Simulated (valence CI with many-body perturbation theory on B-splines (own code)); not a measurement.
# Level structure of Ce18+

Calculated by valence CI with perturbative core correlation (CI+MBPT): four valence electrons over a frozen Dirac-Fock core [Kr], a basis of 9 s, 9 p, 10 d, 8 f, 5 g, 3 h, 1 i functions for each j, with the one-electron correlation potential Σ1, the two-electron term Σ2, the three-electron term Σ3, Breit, model QED; selected CI, second order for the rest (own B-spline code, finite nucleus).

No measured levels were compared; by estimate terms of the open shell hold to 2 to 4 % of their energy, and close levels can change places. Only levels of the ground parity were solved; by the run's estimate the other parity begins above the list, which can be wrong where configurations are misplaced.

Levels 1 to 34 of 34, with energies above the lowest level, (4d3/2^4) J=0. "Leading %" is the weight of the configuration and term that name the level; weights of strongly mixed levels are sums over their largest components and can fall short. In the jj column 3d3/2^4 stands for four electrons in 3d with j = 3/2.

| No. | Configuration | Term | J | E (cm⁻¹) | Leading % | Second component | g | Leading jj |
| --- | --- | --- | --- | --- | --- | --- | --- | --- |
| 1 | 4d⁴ | ⁵D | 0 | 0.0 | 54 | 40 % 4d⁴ ³P |  | 4d3/2^4 (84 %) |
| 2 | 4d⁴ | ⁵D | 1 | 16905 | 80 | 20 % 4d⁴ ³P | 1.498 | 4d3/2^3 4d5/2 (88 %) |
| 3 | 4d⁴ | ⁵D | 2 | 29293 | 86 | 5 % 4d⁴ ³P | 1.451 | 4d3/2^2 4d5/2^2 (51 %) |
| 4 | 4d⁴ | ⁵D | 3 | 37508 | 76 | 12 % 4d⁴ ³F | 1.409 | 4d3/2^2 4d5/2^2 (45 %) |
| 5 | 4d⁴ | ⁵D | 4 | 40317 | 44 | 29 % 4d⁴ ³F | 1.276 | 4d3/2^3 4d5/2 (70 %) |
| 6 | 4d⁴ | ⁵D | 0 | 57174 | 43 | 39 % 4d⁴ ³P |  | 4d3/2^2 4d5/2^2 (80 %) |
| 7 | 4d⁴ | ³H | 4 | 59685 | 50 | 32 % 4d⁴ ⁵D | 1.063 | 4d3/2^2 4d5/2^2 (66 %) |
| 8 | 4d⁴ | ³G | 3 | 68274 | 62 | 16 % 4d⁴ ³F | 0.926 | 4d3/2^2 4d5/2^2 (54 %) |
| 9 | 4d⁴ | ³F | 2 | 70645 | 55 | 20 % 4d⁴ ¹D | 0.893 | 4d3/2^2 4d5/2^2 (56 %) |
| 10 | 4d⁴ | ³H | 5 | 73217 | 73 | 26 % 4d⁴ ³G | 1.076 | 4d3/2^2 4d5/2^2 (98 %) |
| 11 | 4d⁴ | ³P | 1 | 76105 | 67 | 19 % 4d⁴ ³D | 1.311 | 4d3/2^2 4d5/2^2 (75 %) |
| 12 | 4d⁴ | ³H | 6 | 79046 | 66 | 34 % 4d⁴ ¹I | 1.109 | 4d3/2^2 4d5/2^2 (93 %) |
| 13 | 4d⁴ | ³G | 4 | 86000 | 66 | 24 % 4d⁴ ¹G | 1.026 | 4d3/2^2 4d5/2^2 (86 %) |
| 14 | 4d⁴ | ³D | 2 | 88463 | 44 | 35 % 4d⁴ ³P | 1.186 | 4d3/2^2 4d5/2^2 (84 %) |
| 15 | 4d⁴ | ³D | 3 | 90601 | 44 | 40 % 4d⁴ ³F | 1.180 | 4d3/2^2 4d5/2^2 (73 %) |
| 16 | 4d⁴ | ³F | 4 | 94790 | 45 | 20 % 4d⁴ ³H | 1.167 | 4d3/2 4d5/2^3 (58 %) |
| 17 | 4d⁴ | ³F | 3 | 103210 | 45 | 25 % 4d⁴ ³G | 1.089 | 4d3/2 4d5/2^3 (82 %) |
| 18 | 4d⁴ | ³P | 2 | 107910 | 35 | 35 % 4d⁴ ¹D | 1.112 | 4d3/2^2 4d5/2^2 (46 %) |
| 19 | 4d⁴ | ³G | 5 | 109720 | 73 | 26 % 4d⁴ ³H | 1.155 | 4d3/2 4d5/2^3 (98 %) |
| 20 | 4d⁴ | ³D | 1 | 112790 | 78 | 16 % 4d⁴ ³P | 0.712 | 4d3/2 4d5/2^3 (82 %) |
| 21 | 4d⁴ | ¹I | 6 | 113800 | 66 | 34 % 4d⁴ ³H | 1.055 | 4d3/2 4d5/2^3 (93 %) |
| 22 | 4d⁴ | ³F | 4 | 123230 | 48 | 39 % 4d⁴ ¹G | 1.109 | 4d3/2^2 4d5/2^2 (66 %) |
| 23 | 4d⁴ | ³P | 2 | 126360 | 55 | 22 % 4d⁴ ³D | 1.266 | 4d3/2^2 4d5/2^2 (56 %) |
| 24 | 4d⁴ | ¹S | 0 | 128020 | 67 | 32 % 4d⁴ ³P |  | 4d3/2 4d5/2^3 (82 %) |
| 25 | 4d⁴ | ¹F | 3 | 132810 | 54 | 25 % 4d⁴ ³D | 1.071 | 4d3/2 4d5/2^3 (86 %) |
| 26 | 4d⁴ | ³P | 2 | 138240 | 45 | 41 % 4d⁴ ³F | 1.096 | 4d3/2^2 4d5/2^2 (55 %) |
| 27 | 4d⁴ | ³F | 4 | 153550 | 48 | 38 % 4d⁴ ¹G | 1.127 | 4d5/2^4 (68 %) |
| 28 | 4d⁴ | ³F | 3 | 156140 | 74 | 23 % 4d⁴ ¹F | 1.067 | 4d3/2 4d5/2^3 (97 %) |
| 29 | 4d⁴ | ³P | 1 | 157570 | 96 |  | 1.475 | 4d3/2 4d5/2^3 (93 %) |
| 30 | 4d⁴ | ¹D | 2 | 157790 | 40 | 34 % 4d⁴ ³F | 0.987 | 4d5/2^4 (49 %) |
| 31 | 4d⁴ | ³P | 0 | 164340 | 75 | 23 % 4d⁴ ¹S |  | 4d3/2^2 4d5/2^2 (54 %) |
| 32 | 4d⁴ | ¹G | 4 | 165150 | 65 | 28 % 4d⁴ ³F | 1.072 | 4d3/2 4d5/2^3 (83 %) |
| 33 | 4d⁴ | ¹D | 2 | 196160 | 85 | 6 % 4d⁴ ³D | 0.999 | 4d3/2 4d5/2^3 (42 %) |
| 34 | 4d⁴ | ¹S | 0 | 244590 | 86 | 12 % 4d⁴ ³P |  | 4d5/2^4 (49 %) |

The ionisation energy to 4d³ ⁴F3/2 of the next ion comes out as 509.73 eV (NIST: 509 ± 3 eV (theoretical)). All 34 levels together are meant to be complete up to 254420 cm⁻¹.
